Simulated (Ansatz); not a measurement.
Ni(OH)2 (H₂NiO₂), SMILES [OH][Ni][OH] (connectivity only; charge and spin as stated), neutral, multiplicity 3.

The structure is a stationary point at PBE0-D3(BJ)/def2-TZVP. The multiplicity is an assumed one; other spin states were not compared. One conformer was computed; it need not be the lowest.

Two levels are set side by side: PBE/def2-TZVPD (Ansatz, a first-principles code) and PBE0/def2-TZVPD (Ansatz). Energy differences of separate SCF runs at the same geometry; the states with an electron removed or added have multiplicity 4 and 2. Differences are taken from unrounded values.

```
quantity                          PBE
-------------------------------  ----
vertical ionisation energy (eV)  9.71
vertical electron affinity (eV)  1.86
```

### Question
These are the PBE values. What does PBE0 give? (The exact figures need the calculation; the answer reports its results.)

### Answer

| quantity | PBE0 | PBE minus PBE0 |
|---|---|---|
| vertical ionisation energy (eV) | 10.35 | -0.64 |
| vertical electron affinity (eV) | 1.54 | 0.32 |
